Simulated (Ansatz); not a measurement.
Sn18H28, 46 atoms. Hardware: 4 threads of AMD EPYC 7R13 on a shared host and a share (37 GiB) of an NVIDIA H100 80GB HBM3.

In the def2 sets Sn takes a core potential; there is no spin–orbit coupling. Correlated methods freeze 72 core orbitals; core or outer-core shells of Sn are correlated, in sets that lack core-valence functions. Single mean-field runs in def2-SVP, def2-TZVP are fitted with def2-universal-jkfit.

Task: How many basis functions does each of these Ansatz runs have, and roughly what does it cost? PBE0-D4/def2-SVP, charge 0 singlet, energy, from earlier orbitals; PBE0-D4/def2-TZVP, charge 0 singlet, energy, from earlier orbitals; PBE-D4/def2-SVP, charge 0 singlet, energy and forces, from earlier orbitals; PBE-QIDH/def2-SVP, charge 0 singlet, energy, from earlier orbitals; r2SCAN-D4/def2-SVP, charge 0 singlet, energy, from earlier orbitals; PBE-D4/def2-SVP, charge 0 singlet, relaxation, 20 steps; MP2/def2-SVP, charge 0 singlet, energy, from earlier orbitals; PBE-D4/def2-TZVP, charge 0 singlet, energy, from earlier orbitals.

Result: Other jobs shared the machine, so times can vary by a factor of up to 3.

```tsv
run	functions	fitting or Cholesky vectors	wall time	peak host memory (GiB)
r2SCAN-D4/def2-SVP, charge 0 singlet, energy, from earlier orbitals	608	4428	8.5 s	1.2
PBE-D4/def2-SVP, charge 0 singlet, energy and forces, from earlier orbitals	608	4428	9 s	1.2
PBE-D4/def2-TZVP, charge 0 singlet, energy, from earlier orbitals	1068	4428	9.5 s	1.3
PBE0-D4/def2-SVP, charge 0 singlet, energy, from earlier orbitals	608	4428	13 s	1.2
PBE0-D4/def2-TZVP, charge 0 singlet, energy, from earlier orbitals	1068	4428	16 s	1.3
PBE-QIDH/def2-SVP, charge 0 singlet, energy, from earlier orbitals	608	4428	16 s	4.7
MP2/def2-SVP, charge 0 singlet, energy, from earlier orbitals	608	7584	24 s	1.8
PBE-D4/def2-SVP, charge 0 singlet, relaxation, 20 steps	608	4428	1.9 min	1.3
```
